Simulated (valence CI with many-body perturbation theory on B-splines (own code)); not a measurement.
## Sn XXXVII: electric-dipole lines

Computed by configuration interaction combined with many-body perturbation theory (CI+MBPT): four valence electrons over a frozen Dirac-Fock core [Ne], radial functions for each j: 11 s, 11 p, 9 d, 7 f, 5 g, 2 h, 1 i, with the one-electron correlation potential Σ1 (screened to all orders), the two-electron term Σ2, the three-electron term Σ3, Breit, model QED; selected single and double excitations, second order for the rest (own B-spline code, finite nucleus).

No measured spectrum was set against this ion. As an estimate, large intervals hold to a few tenths of a per cent, small ones and those within an open d or f shell to about a per cent.

Lines 51 to 100 of 233 in falling wavelength, among levels below 28.634 Ry, chosen from the strongest by gf and those to the six lowest levels. Wavelengths and rates use the calculated energies. Electric multipoles are in the length gauge, E1 and E2 with the static RPA response of the core. Weak lines are less certain than strong ones. Lines between different terms over intervals too small for the method are left out, as are lines whose strength nearly cancels. The highest levels of a list are the least certain.

Levels are named by their leading jj configuration (3d3/2^4 stands for four electrons in 3d with j = 3/2), which in mixed levels can hold well under half, so a name can repeat and another be missing. Letters in brackets count levels of one name in rising energy.

```
λ vac (Å)                           Upper                       Lower   A (s⁻¹)  log gf  Branch %
    118.5  (3s 3p1/2 3p3/2 3d5/2) J=2 [c]      (3s^2 3p3/2 3d5/2) J=2  8.63e+09   -1.04       4.7
    118.0  (3s 3p1/2 3p3/2 3d5/2) J=3 [c]      (3s^2 3p3/2 3d5/2) J=4  2.20e+09   -1.49       1.0
    117.8  (3s 3p1/2 3p3/2 3d3/2) J=2 [b]  (3s 3p1/2 3p3/2^2) J=1 [a]  1.89e+09   -1.71       1.8
    117.4      (3s 3p1/2 3p3/2^2) J=1 [a]          (3s^2 3p3/2^2) J=2  1.15e+09   -2.15       0.8
    117.1           (3p1/2^2 3p3/2^2) J=0  (3s 3p1/2 3p3/2^2) J=1 [a]  2.16e+10   -1.35      22.4
    116.4             (3p1/2 3p3/2^3) J=1            (3s 3p3/2^3) J=2  3.33e+09   -1.69       0.8
    114.7          (3s 3p1/2^2 3p3/2) J=1      (3s^2 3p1/2 3p3/2) J=1  2.14e+09   -1.90       3.4
    114.1  (3s 3p1/2 3p3/2 3d3/2) J=3 [a]      (3s^2 3p1/2 3d5/2) J=3  1.54e+09   -1.68      10.5
    113.9          (3s 3p1/2^2 3d5/2) J=3  (3s 3p1/2 3p3/2^2) J=2 [a]  2.28e+09   -1.51       6.2
    112.9  (3s 3p1/2 3p3/2 3d5/2) J=4 [d]      (3s^2 3p3/2 3d5/2) J=4  4.02e+09   -1.16       3.6
    112.8  (3s 3p1/2 3p3/2 3d3/2) J=2 [b]      (3s^2 3p1/2 3d5/2) J=3  6.51e+09   -1.21       6.1
    112.3  (3s 3p1/2 3p3/2 3d5/2) J=3 [c]      (3s^2 3p3/2 3d5/2) J=2  1.87e+09   -1.61       0.9
    112.2  (3s 3p1/2 3p3/2 3d5/2) J=3 [d]      (3s^2 3p3/2 3d5/2) J=4  5.59e+09   -1.13       3.5
    111.8  (3s 3p1/2 3p3/2 3d3/2) J=2 [d]      (3s^2 3p3/2 3d3/2) J=3  7.15e+09   -1.17       1.7
    111.4      (3s 3p1/2 3p3/2^2) J=2 [b]          (3s^2 3p3/2^2) J=2  5.76e+09   -1.27       2.8
    110.5          (3s 3p1/2^2 3d5/2) J=2  (3s 3p1/2 3p3/2^2) J=2 [a]  6.05e+09   -1.26      13.7
    107.6  (3s 3p1/2 3p3/2 3d5/2) J=2 [a]  (3s 3p1/2 3p3/2^2) J=2 [b]  4.21e+09   -1.44       4.0
    107.1      (3s 3p1/2 3p3/2^2) J=1 [b]          (3s^2 3p3/2^2) J=2  5.49e+09   -1.55       1.8
    106.6          (3s 3p1/2^2 3d3/2) J=1      (3s 3p1/2^2 3p3/2) J=1  4.28e+09   -1.66      35.2
    98.77  (3s 3p1/2 3p3/2 3d5/2) J=2 [a]      (3s^2 3p1/2 3d5/2) J=3  3.37e+09   -1.61       3.2
    97.94          (3s^2 3p1/2 3d3/2) J=2      (3s^2 3p1/2 3p3/2) J=2  2.02e+08   -2.84      78.4
    97.35  (3s 3p1/2 3p3/2 3d3/2) J=2 [b]      (3s 3p1/2 3p3/2^2) J=3  1.04e+10   -1.13       9.7
    96.63      (3s 3p1/2 3p3/2^2) J=2 [a]      (3s^2 3p1/2 3p3/2) J=2  1.66e+07   -3.93       0.6
    95.59  (3s 3p1/2 3p3/2 3d3/2) J=2 [a]  (3s 3p1/2 3p3/2^2) J=2 [a]  2.83e+09   -1.71       5.7
    93.68          (3s^2 3p1/2 3d3/2) J=2      (3s^2 3p1/2 3p3/2) J=1  1.19e+07   -4.11       4.6
    92.85          (3s^2 3p3/2 3d3/2) J=1          (3s^2 3p3/2^2) J=0  7.67e+08   -2.53       0.2
    92.49      (3s 3p1/2 3p3/2^2) J=2 [a]      (3s^2 3p1/2 3p3/2) J=1  2.36e+09   -1.82      84.5
    92.24          (3s 3p1/2^2 3d3/2) J=1      (3s 3p1/2^2 3p3/2) J=2  1.52e+09   -2.24      12.5
    90.23          (3s 3p1/2^2 3d3/2) J=2      (3s 3p1/2^2 3p3/2) J=2  4.05e+09   -1.61      36.2
    90.01          (3s 3p1/2 3p3/2^2) J=3      (3s^2 3p1/2 3p3/2) J=2  1.45e+08   -2.91       5.8
    89.80          (3s^2 3p3/2 3d5/2) J=2          (3s^2 3p3/2^2) J=2  6.56e+08   -2.40      33.9
    88.11          (3s 3p3/2^2 3d3/2) J=3      (3s^2 3p3/2 3d5/2) J=2  5.79e+09   -1.33       2.2
    87.15  (3s 3p1/2 3p3/2 3d3/2) J=2 [d]  (3s 3p1/2 3p3/2^2) J=1 [b]  4.21e+09   -1.62       1.0
    86.91  (3s 3p1/2 3p3/2 3d5/2) J=3 [d]  (3s 3p1/2 3p3/2^2) J=2 [b]  6.13e+09   -1.31       3.9
    85.57  (3s 3p1/2 3p3/2 3d5/2) J=4 [c]      (3s^2 3p1/2 3d5/2) J=3  6.76e+09   -1.18      14.0
    84.84  (3s 3p1/2 3p3/2 3d3/2) J=1 [c]      (3s^2 3p1/2 3d3/2) J=1  5.95e+09   -1.72       2.1
    84.76          (3s^2 3p3/2 3d3/2) J=1          (3s^2 3p3/2^2) J=2  1.82e+09   -2.23       0.5
    84.73          (3s^2 3p3/2 3d3/2) J=2          (3s^2 3p3/2^2) J=2  1.35e+09   -2.14       0.3
    84.26          (3s^2 3p3/2 3d3/2) J=3          (3s^2 3p3/2^2) J=2  7.45e+09   -1.26       2.7
    83.68  (3s 3p1/2 3p3/2 3d5/2) J=3 [c]      (3s^2 3p1/2 3d5/2) J=2  2.96e+09   -1.66       1.4
    83.17      (3s 3p1/2 3p3/2 3d5/2) J=0  (3s 3p1/2 3p3/2^2) J=1 [b]  6.05e+10   -1.20      22.6
    82.96          (3s^2 3p1/2 3d3/2) J=1      (3s^2 3p1/2 3p3/2) J=2  3.50e+09   -1.97       1.0
    82.72  (3s 3p1/2 3p3/2 3d5/2) J=1 [b]  (3s 3p1/2 3p3/2^2) J=1 [a]  1.06e+10   -1.49       9.6
    81.63  (3s 3p1/2 3p3/2 3d5/2) J=1 [c]  (3s 3p1/2 3p3/2^2) J=2 [b]  1.18e+10   -1.45       6.6
    81.44  (3s 3p1/2 3p3/2 3d5/2) J=4 [d]      (3s^2 3p1/2 3d5/2) J=3  1.06e+11   -0.02      93.9
    81.36  (3s 3p1/2 3p3/2 3d3/2) J=2 [d]  (3s 3p1/2 3p3/2^2) J=1 [a]  1.97e+10   -1.01       4.6
    81.36  (3s 3p1/2 3p3/2 3d5/2) J=3 [a]  (3s 3p1/2 3p3/2^2) J=2 [a]  2.12e+10   -0.83      12.3
    81.33  (3s 3p1/2 3p3/2 3d5/2) J=2 [a]  (3s 3p1/2 3p3/2^2) J=2 [a]  1.23e+10   -1.21      11.8
    81.21  (3s 3p1/2 3p3/2 3d5/2) J=2 [d]  (3s 3p1/2 3p3/2^2) J=2 [b]  1.32e+10   -1.18       7.3
    81.09          (3s 3p1/2^2 3d5/2) J=3      (3s 3p1/2^2 3p3/2) J=2  2.88e+10   -0.70      77.9
```
